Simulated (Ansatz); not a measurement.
Born–Oppenheimer molecular dynamics of C$_{2}$H$_{11}$BSi$_{2}$ (16 atoms, charge 0, multiplicity 1). It starts from a relaxed structure.

Computed with Ansatz 0.2.0, RKS PBE-D4/STO-3G.

```
ensemble                      : NVE (velocity Verlet)
time step                     : 0.5 fs
steps asked                   : 166
starting velocities drawn for : 500 K
masses                        : H 2.014 u
seed                          : 832982
```

First frame:

```xyz
16
Properties=species:S:1:pos:R:3
B -1.752 -1.315 -1.195
Si 0.011 -1.600 -0.386
C 1.202 -0.129 -0.520
C 0.582 1.262 -0.165
Si -0.044 1.425 1.612
H -2.604 -2.126 -1.079
H -2.020 -0.351 -1.824
H 0.630 -2.752 -1.039
H -0.148 -1.971 1.017
H 1.592 -0.085 -1.556
H 2.079 -0.314 0.131
H -0.252 1.476 -0.861
H 1.342 2.047 -0.345
H 0.979 0.997 2.553
H -0.392 2.810 1.892
H -1.229 0.604 1.810
```

Problem. How far do the bonds stretch over the last three quarters of this one trajectory? (Pairs bonded in most of those frames.)

Solution. 
```json
{"bond": "B1–Si2", "mean (Å)": "1.959", "spread (Å)": "0.021", "shortest": "1.93", "longest": "2.00"}
{"bond": "B1–H6", "mean (Å)": "1.185", "spread (Å)": "0.010", "shortest": "1.17", "longest": "1.21"}
{"bond": "B1–H7", "mean (Å)": "1.184", "spread (Å)": "0.017", "shortest": "1.16", "longest": "1.22"}
{"bond": "Si2–C3", "mean (Å)": "1.917", "spread (Å)": "0.022", "shortest": "1.88", "longest": "1.95"}
{"bond": "Si2–H8", "mean (Å)": "1.474", "spread (Å)": "0.050", "shortest": "1.39", "longest": "1.54"}
{"bond": "Si2–H9", "mean (Å)": "1.464", "spread (Å)": "0.013", "shortest": "1.44", "longest": "1.49"}
{"bond": "C3–C4", "mean (Å)": "1.570", "spread (Å)": "0.014", "shortest": "1.55", "longest": "1.60"}
{"bond": "C3–H10", "mean (Å)": "1.110", "spread (Å)": "0.013", "shortest": "1.09", "longest": "1.14"}
{"bond": "C3–H11", "mean (Å)": "1.113", "spread (Å)": "0.019", "shortest": "1.08", "longest": "1.14"}
{"bond": "C4–Si5", "mean (Å)": "1.900", "spread (Å)": "0.010", "shortest": "1.88", "longest": "1.92"}
{"bond": "C4–H12", "mean (Å)": "1.109", "spread (Å)": "0.015", "shortest": "1.08", "longest": "1.13"}
{"bond": "C4–H13", "mean (Å)": "1.109", "spread (Å)": "0.019", "shortest": "1.08", "longest": "1.14"}
{"bond": "Si5–H14", "mean (Å)": "1.457", "spread (Å)": "0.015", "shortest": "1.43", "longest": "1.48"}
{"bond": "Si5–H15", "mean (Å)": "1.457", "spread (Å)": "0.031", "shortest": "1.41", "longest": "1.50"}
{"bond": "Si5–H16", "mean (Å)": "1.457", "spread (Å)": "0.019", "shortest": "1.43", "longest": "1.49"}
```

Mean temperature of the second half: 215 K. The conserved energy stayed within 0.11 meV per atom of its start (net change 0.06 meV per atom), so the integration is sound. Over the second half the temperature averaged 0.43 of the 500 K drawn at the start: a run that starts near a minimum puts about half its kinetic energy into the potential. A run of 0.083 ps of so small a system gives no equilibrium averages. Limits of this set-up: minimal basis.

Time of the run: 5.5 min on 1 thread of Arm Neoverse V2, on a shared host, peak memory 0.089 GiB.
